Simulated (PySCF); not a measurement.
Vertical excitations of a molecule C4H5FO from TDA-PBE/def2-SVPD in PySCF, as energy in eV (oscillator strength): 4.88 (0.001), 5.38 (0.001), 5.62 (0.101), 5.90 (0.001), 6.01 (0.006), 6.35 (0.013), 6.72 (0.077), 7.21 (0.008), 7.73 (0.017), 7.83 (0.001). Lowest triplet (TDA): 3.76 eV. Geometry optimised at PBE-D3(BJ)/def2-SVP. The geometry has at least one imaginary mode, so it is a saddle point at that level. Other conformers were not sampled.

Q: Which structure fits?
A) FC=C1COC1
B) CC1=C(F)OC1
C) CC1=C(F)CO1
D) FC1=COCC1

A: D, FC1=COCC1
